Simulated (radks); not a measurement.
The numbers below are computed, except where a source is named.
These are the eigenvalues of the occupied orbitals of an atom or ion with whole-number occupations (hartree). Level of theory: non-relativistic Kohn-Sham, exchange-only LDA, spin-polarised, spherical densities, point nucleus (a radial shooting solver on a logarithmic mesh with Libxc functionals).

| orbital | eigenvalue |
|---|---|
| 1s | -541.0679 |
| 2s | -71.42356 |
| 2p | -64.91522 |
| 3s | -10.65608 |
| 3p | -8.30779 |
| 3d | -4.05859 |
| 4s | -1.29053 |
| 4p | -0.74819 |

Which element is it, and in what charge state? The configuration may be excited. Open shells, if any, are filled with parallel spins first.

Answer. Z = 37, rubidium, charge +1: Rb+ in [Kr]. The list shows which subshells hold electrons but not how many an open one holds; the 1s level, -541.07 hartree, gives Z - s = 32.9 by -(Z - s)^2/2, which with screening narrows Z to a few neighbours, and the depths of the outer levels then fix element, charge and occupations together.
